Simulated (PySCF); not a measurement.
## Unknown compound

The spectra below were simulated for a compound C8H6N4.

¹H NMR (300 MHz, computed): δ 8.20 (d, 1H), 7.72 (m, 1H), 7.20 (d, 1H), 3.13 (s, 3H).

¹³C{¹H} NMR (computed): δ 146.1, 142.9, 133.8, 121.4, 119.8, 118.0, 117.3, 20.7.

Calculated, not measured (PySCF 2.14.0 with density-fitted response routines): σ from GIAO-PBE0/pcSseg-1, structure optimised with GFN2-xTB. One computed conformer, relativity neglected, no solvent, rapidly exchanging positions averaged.

δ = σ(ref) − σ, references computed at the same level: ¹H, ¹³C against TMS.

Question: What is the structure?

Answer: 
- The formula gives 8 degrees of unsaturation (2 rings in the answer).
- 8 carbon signals for 8 carbons: no two carbons are equivalent.
- Carbon types of the structure: 4 × C, 3 × CH, 1 × CH3, which accounts for all hydrogens.
- δC 146.1: ring-fusion aromatic carbon.
- δC 142.9, 117.3: substituted aromatic carbon next to a ring nitrogen.
- δC 133.8, 121.4, 119.8: aromatic CH.
- δC 118.0: nitrile carbon; typical of a nitrile.
- δC 20.7: methyl carbon on an aromatic ring; aliphatic region, no heteroatom directly attached.
- δH 8.20, 7.72, 7.20: hydrogen on an aromatic CH; it sits in the deshielding region of the aromatic ring current.
- δH 3.13: hydrogen on a methyl carbon on an aromatic ring; benzylic-type position, deshielded by the ring.

Structure: SMILES Cc1cccc2c(C#N)nnn12.

The shifts were computed for this structure.

Shifts are as computed. Against solution values, carbons near 30 ppm lie about +3 ppm off and those near 130 ppm about +5 ppm. Of 1211 compounds with measured shifts, 218 miss one by over three times the rms of a fit or turn the order of signals round; such compounds aren't used in these exercises. Multiplicities follow the n + 1 count of equivalent neighbours, as no J values were calculated; m marks all less simple cases, F and P coupling included.
